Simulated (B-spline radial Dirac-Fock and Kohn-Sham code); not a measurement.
ΔSCF core binding energies without Breit or QED terms, calculated with a radial atomic solver.

A sound run for the Os²⁺ ion, configuration [Xe] 4f14 5d6: The ground state converged in 10 iterations, with total energy -17270.20582 Ha, virial ratio 1.88167 and highest orbital energy -27.83 eV. ΔSCF binding energies: K (1s) 74278.5 eV, L3 (2p3/2) 10931.6 eV, M5 (3d5/2) 1992.7 eV.

A second run, with one unsound setting: The ground state converged in 11 iterations, with total energy -8698.40760 Ha, virial ratio 2.64114 and highest orbital energy -33.24 eV. ΔSCF binding energies: K (1s) 9586.7 eV, L3 (2p3/2) 5448.1 eV, M5 (3d5/2) 2096.5 eV.

```
iter   energy (Ha)        error
   1    -8562.42300933  1.00e+01
   2    -8637.75723428  2.97e+00
   3    -8696.52657450  4.40e-01
   4    -8698.36101999  1.15e-01
   5    -8698.39395785  3.49e-02
   6    -8698.40651423  1.27e-02
   7    -8698.40759331  5.06e-04
   8    -8698.40759628  1.51e-04
   9    -8698.40759665  1.13e-05
  11    -8698.40759666  1.47e-07
```

Q: Which fault fits the second run best?
A. damping too heavy
B. overfilled shell
C. too few iterations
D. nuclear radius in wrong units

A: D. The input had radius_factor = 1000.0: radius_factor inflates the nucleus far beyond its size, which weakens the binding of the inner electrons.
